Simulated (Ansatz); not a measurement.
The same path of H$_{5}$NS$_{2}$Si (9 atoms, charge 0, multiplicity 1) was run twice with different band settings. The coordinate that changes most is the dihedral N1–Si2–S3–S4.

These are results of RHF/def2-SVP (Ansatz 0.2.0), not measurements.

Relaxed end points:

```xyz
9
Properties=species:S:1:pos:R:3
N -0.163 0.858 -1.153
Si 0.659 -0.530 -0.585
S -0.296 -1.594 1.060
S -0.265 -0.082 2.515
H -1.041 0.801 -1.631
H -0.032 1.749 -0.718
H 1.999 -0.110 -0.139
H 0.705 -1.565 -1.638
H -1.476 0.428 2.272
```

```xyz
9
Properties=species:S:1:pos:R:3
N 0.437 1.338 -0.822
Si 0.842 -0.225 -0.259
S 0.052 -0.774 1.698
S -2.002 -0.625 1.292
H -0.464 1.514 -1.223
H 0.801 2.157 -0.376
H 2.301 -0.321 -0.051
H 0.338 -1.209 -1.234
H -2.217 -1.901 0.959
```

Common settings: climbing image yes; spring 5.0 eV/Å²; optimiser quadratic models (default); start path IDPP; force threshold 0.05 eV/Å; iteration limit 60; end points relaxed.

| run | movable images |
| --- | --- |
| 1 | 7 |
| 2 | 3 |

(1) What does each run give, and how far can it be trusted?

Answers

(1) Run 1: converged after 11 iterations, highest image 0.151 eV above the first end. A vibrational analysis at the climbing image gives one clearly imaginary mode, 103i cm⁻¹: a first-order saddle point.
Run 2: converged after 8 iterations, highest image 0.151 eV above the first end. Another band between the same ends (7 images) ends at a top of the same energy, where a vibrational analysis finds 1 clearly imaginary mode. So few images can step over the top or miss a turn of the path.
